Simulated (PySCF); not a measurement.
# Correlation energy of N⁺ (nitrogen, charge +1)

[He] 2s2 2p2, high-spin 3P determinant. Computed with PySCF 2.14 in aug-cc-pCVTZ-DK (7s6p4d2f, 59 functions), with the spin-free X2C one-electron Hamiltonian (Gaussian nucleus). Frozen: 1s2; 4 electrons correlated.

MP2 pair energies summed by pair of shells (mhartree):

```csv
pair,energy,share (%)
2s-2p,-45.35,61.3
2s-2s,-21.07,28.5
2p-2p,-7.60,10.3
```

Total MP2 correlation energy: -74.03 mhartree.

Same-spin part -13.47 and opposite-spin part -60.56 mhartree; SCS-MP2 scales them by 1/3 and 6/5 to -77.16 mhartree.
